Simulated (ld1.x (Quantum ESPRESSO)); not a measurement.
**Varying the RRKJ potential for samarium (Sm)**

Base potential:

- Element: Sm (Z = 62)
- Generator: ld1.x (Quantum ESPRESSO) 7.5
- Type: norm-conserving RRKJ (Kleinman–Bylander form)
- Functional: revPBE
- Relativity: fully relativistic
- Frozen core: [Kr] 4d10
- Valence charge: 16
- Reference configuration: 4f5 5s2 5p6 5d0 6s0 6p0 (charge +3)
- Partial waves: 5p (bound): rc 2.50 bohr; 5d (bound, empty): rc 2.20 bohr; 4f (bound): rc 1.15 bohr; 5s (bound): rc 2.30 bohr
- Local potential: the s channel
- Core correction: none

Open shells are filled in proportion to 2j + 1 (rel_dist='average').

Cutoffs, loose and tight: the cutoffs (Ry, on a coarse ladder) from which the occupation-weighted sum of valence levels, in a spherical-Bessel basis at the reference potential, stays within 10 and 1 mRy of its value at 400 Ry. They do not see the model core or the augmentation charge, which bear on the density cutoff. Test errors are all-electron minus pseudo excitation energies from the reference, over the configurations 4f6 5s2 5p6 5d0 6s2 6p0; 4f6 5s2 5p6 5d0 6s1 6p0; 4f6 5s2 5p6 5d0 6s0 6p0; 4f6 5s2 5p6 5d1 6s1 6p0; 4f5 5s2 5p6 5d0 6s2 6p0; 4f4 5s2 5p6 5d0 6s0 6p0; 4f6 5s2 5p6 5d0 6s0 6p1. A dash means not determined; rows that change the core or the reference have their own tests. The largest error is taken over the tests solved by every variant that gives reliable tests at all: 4f4 5s2 5p6 5d0 6s0 6p0; 4f5 5s2 5p6 5d0 6s2 6p0; 4f6 5s2 5p6 5d0 6s0 6p0; 4f6 5s2 5p6 5d0 6s0 6p1; 4f6 5s2 5p6 5d0 6s1 6p0.

Cutoffs are not given where the Bessel-basis levels miss the radial ones by over 6 mRy, ghosts where they miss by over 20 mRy; a channel whose overlap is not positive is not tested.

```tsv
change	outcome	cutoff, loose	cutoff, tight	bound ghosts	largest test error (meV)
base	generated	–	–	not determined	+3310
wave 4f (bound): rc 1.15 bohr becomes 4f (bound): rc 1.34 bohr	generated	–	–	not determined	+3319
wave 5p (bound): rc 2.50 bohr becomes 5p (bound): rc 3.60 bohr	generated	–	–	not determined	+3199
wave 5s (bound): rc 2.30 bohr becomes 5s (bound): rc 2.24 bohr	generated	–	–	not determined	+2892
core correction a·sin(br)/r model core inside 0.82 bohr	generated	–	–	not determined	+3294
```

(1) What comes out with this change to the base: all radii scaled by about 1.08 (s 2.50, p 2.72, d 2.38, f 1.24 bohr)?

(2) What comes out with this change to the base: scalar-relativistic?

Results:

(1) outcome: generated; cutoff, loose: 160 Ry; cutoff, tight: 230 Ry; bound ghosts: none; largest test error (meV): +5209.

(2) outcome: generated; cutoff, loose: 160 Ry; cutoff, tight: 230 Ry; bound ghosts: none; largest test error (meV): +3321.
